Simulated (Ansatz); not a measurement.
Basis-set extrapolation for C2H6ClFSSi2, SMILES `C=C[SiH](F)S[SiH2]Cl` (PBE0-D4/def2-TZVP geometry, frozen core, the Gaussian-basis code of Ansatz). Multiplicity 1, RHF reference.

```tsv
	def2-TZVPP	def2-QZVPP
HF	-1613.856884	-1613.907103
MP2 correlation	-1.171895	-1.272346
CCSD(T) correlation	-1.293070	not run
```

Energies in hartree. Use E(X) = E(∞) + A·exp(−7.88·√X) for Hartree–Fock and E(X) = E(∞) + B·X^(−2.97) for correlation, with X = 3 and 4, and add CCSD(T) minus MP2 of the smaller set to the MP2 limit.

Question: What is the CCSD(T) energy at the basis-set limit?

Answer: HF limit: -1613.907103 + (-0.050219) × 0.13774 = -1613.91402. MP2 limit: -1.272346 + (-0.100451) × 0.74074 = -1.34675. Higher-order term: -1.293070 − (-1.171895) = -0.12118. Total: -1615.38195 hartree, 145.6 kcal/mol below CCSD(T)/def2-TZVPP.
